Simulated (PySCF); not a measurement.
# Magnetisability: `[C@H]1([SiH3])[C@@H](C)[P@@H](=O)C1`, C$_{4}$H$_{11}$OPSi

Molfile (atoms numbered from 1):
```
C4H11OPSi
     RDKit          3D

 18 18  0  0  0  0  0  0  0  0999 V2000
   -0.8554    1.3198   -0.8720 C   0  0  0  0  0  0  0  0  0  0  0  0
   -0.7071    0.6382    0.4759 C   0  0  2  0  0  0  0  0  0  0  0  0
    0.5678   -0.2249    0.6468 C   0  0  2  0  0  0  0  0  0  0  0  0
    2.1650    0.3524   -0.2054 Si  0  0  0  0  0  4  0  0  0  0  0  0
   -0.0143   -1.5638    0.1402 C   0  0  0  0  0  0  0  0  0  0  0  0
   -1.7047   -0.9260    0.4895 P   0  0  2  0  0  5  0  0  0  0  0  0
   -2.8534   -1.1660   -0.3840 O   0  0  0  0  0  0  0  0  0  0  0  0
   -0.7447    0.5965   -1.6778 H   0  0  0  0  0  0  0  0  0  0  0  0
   -1.8497    1.7568   -0.9544 H   0  0  0  0  0  0  0  0  0  0  0  0
   -0.1141    2.1071   -1.0002 H   0  0  0  0  0  0  0  0  0  0  0  0
   -0.8638    1.3594    1.2800 H   0  0  0  0  0  0  0  0  0  0  0  0
    0.7546   -0.3241    1.7205 H   0  0  0  0  0  0  0  0  0  0  0  0
    2.0105    0.2962   -1.6585 H   0  0  0  0  0  0  0  0  0  0  0  0
    3.2338   -0.5569    0.2104 H   0  0  0  0  0  0  0  0  0  0  0  0
    2.4528    1.7188    0.2317 H   0  0  0  0  0  0  0  0  0  0  0  0
    0.3390   -2.4604    0.6446 H   0  0  0  0  0  0  0  0  0  0  0  0
    0.1096   -1.6981   -0.9361 H   0  0  0  0  0  0  0  0  0  0  0  0
   -1.9346   -1.2187    1.8370 H   0  0  0  0  0  0  0  0  0  0  0  0
  1  2  1  0
  2  3  1  0
  3  4  1  0
  3  5  1  0
  5  6  1  0
  6  7  2  0
  6  2  1  0
  1  8  1  0
  1  9  1  0
  1 10  1  0
  2 11  1  1
  3 12  1  1
  4 13  1  0
  4 14  1  0
  4 15  1  0
  5 16  1  0
  5 17  1  0
  6 18  1  1
M  END
```

Computed, not measured: GIAO PBE/pcSseg-1 magnetisability, rotational g tensor and spin-rotation constants, non-relativistic, gas phase (PySCF 2.14.0). Geometry: GFN2-xTB.

Q: How diamagnetic is it, and how anisotropic?

A: Isotropic -1349 × 10⁻³⁰ J/T², or -81.2 × 10⁻⁶ cm³/mol; principal values -1417, -1354, -1275 × 10⁻³⁰ J/T², anisotropy 123 × 10⁻³⁰ J/T² (root of half the summed squared differences of the principal values). The susceptibility is in cgs units.

Q: Split it along the inertial axes a, b, c into diamagnetic and paramagnetic parts about the centre of mass, with the quadrupole moment.

A: 
```
axis  χ (10⁻⁶ cm³/mol)  diamagnetic (10⁻⁶ cm³/mol)  paramagnetic (10⁻⁶ cm³/mol)  summed x² of all electrons (Å²)  quadrupole Θ (D Å)
   a             -84.6                      -482.5                        398.0                            237.2              -13.91
   b             -80.4                     -1161.6                       1081.2                             77.2               +8.31
   c             -78.7                     -1333.8                       1255.2                             36.6               +5.60
```
Anisotropies 2χaa − χbb − χcc = -10.1 and 2χbb − χaa − χcc = +2.5 × 10⁻⁶ cm³/mol. Θ is traceless in Buckingham's convention.

Q: And the rotational g tensor?

A: 
| axis | rotational constant (GHz) | g | nuclear part | electronic part |
| --- | --- | --- | --- | --- |
| a | 3.6591 | -0.0307 | 0.6534 | -0.6841 |
| b | 1.1287 | -0.0186 | 0.5547 | -0.5733 |
| c | 0.9787 | -0.0162 | 0.5609 | -0.5771 |

Asymmetric top; isotopes 12C, 1H, 16O, 31P, 28Si; no vibrational averaging.
